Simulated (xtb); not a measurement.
BrZn, charge +1, singlet, at a GFN2-xTB geometry (such geometries of metal compounds can be far from the true shape); xtb 6.7.1 with GFN0-xTB.

Input for xtb:
```
$ xtb mol.xyz --gfn 0 --chrg 1 --uhf 0 --json

# file mol.xyz
2

Zn    -0.00000000    -0.00000000    -1.16683428
Br     0.00000000     0.00000000     1.00014367
```

**Question.** Write the output that xtb gives for this input, abridged.

**Answer.** 
```
   ID    Z sym.   atoms
    1   30 Zn     1
    2   35 Br     2

           -------------------------------------------------
          |                Calculation Setup                |
           -------------------------------------------------

           -------------------------------------------------
          |                 G F N 0 - x T B                 |
           -------------------------------------------------

          ...................................................
          :                      SETUP                      :
          :.................................................:
          :  # basis functions                  14          :
          :  # atomic orbitals                  13          :
          :  # shells                            5          :
          :  # electrons                         8          :
          :  electronic temp.          300.0000000     K    :
          :  accuracy                    1.0000000          :
          :  -> integral cutoff          0.2500000E+02      :
          :  -> integral neglect         0.1000000E-07      :
          ...................................................

         :::::::::::::::::::::::::::::::::::::::::::::::::::::
         ::                     SUMMARY                     ::
         :::::::::::::::::::::::::::::::::::::::::::::::::::::
         :: total energy              -2.361996023982 Eh    ::
         :: gradient norm              0.008723894860 Eh/a0 ::
         :: HOMO-LUMO gap              2.670543868195 eV    ::
         ::.................................................::
         :: H0 energy                 -4.110056495833 Eh    ::
         :: repulsion energy           0.009118563229 Eh    ::
         :: electrostat energy         1.739196439670 Eh    ::
         :: -> Gsolv                   0.000000000000 Eh    ::
         ::    -> Gsasa                0.000000000000 Eh    ::
         ::    -> Gshift               0.000000000000 Eh    ::
         :: dispersion energy         -0.000254531048 Eh    ::
         :: short-range corr.          0.000000000000 Eh    ::
         :: add. restraining           0.000000000000 Eh    ::
         :: total charge               1.000000000000 e     ::
         :::::::::::::::::::::::::::::::::::::::::::::::::::::

           -------------------------------------------------
          |                Property Printout                |
           -------------------------------------------------

    * Orbital Energies and Occupations

         #    Occupation            Energy/Eh            Energy/eV
      -------------------------------------------------------------
         1        2.0000           -0.7233183             -19.6825
         2        2.0000           -0.4602601             -12.5243
         3        2.0000           -0.4357249             -11.8567
         4        2.0000           -0.4357249             -11.8567 (HOMO)
         5                         -0.3375843              -9.1861 (LUMO)
         6                         -0.0680090              -1.8506
         7                         -0.0680090              -1.8506
         8                         -0.0108959              -0.2965
         9                         -0.0108959              -0.2965
        10                         -0.0032582              -0.0887
        11                          0.0282188               0.7679
        12                          0.0282188               0.7679
        13                          0.5691045              15.4861
      -------------------------------------------------------------
                  HL-Gap            0.0981407 Eh            2.6705 eV
             Fermi-level            0.0000000 Eh            0.0000 eV

     #   Z          covCN         q      C6AA      α(0)
     1  30 Zn       0.799     0.166   296.036    40.763
     2  35 Br       0.799     0.834   159.584    20.380

 Mol. C6AA /au·bohr⁶  :        865.719770
 Mol. C8AA /au·bohr⁸  :      61968.836505
 Mol. α(0) /au        :         61.142989

Wiberg/Mayer (AO) data.
largest (>0.10) Wiberg bond orders for each atom

 ---------------------------------------------------------------------------
     #   Z sym  total        # sym  WBO       # sym  WBO       # sym  WBO
 ---------------------------------------------------------------------------
     1  30 Zn   1.353 --     2 Br   1.353
     2  35 Br   1.353 --     1 Zn   1.353
 ---------------------------------------------------------------------------

Topologies differ in total number of bonds
Writing topology from bond orders to xtbtopo.mol

 dipole moment from electron density (au)
     X       Y       Z
  -0.0000   0.0000  -3.5134  total (Debye):    8.930

           -------------------------------------------------
          | TOTAL ENERGY               -2.361996023982 Eh   |
          | GRADIENT NORM               0.008723894860 Eh/α |
          | HOMO-LUMO GAP               2.670543868195 eV   |
           -------------------------------------------------

normal termination of xtb
```
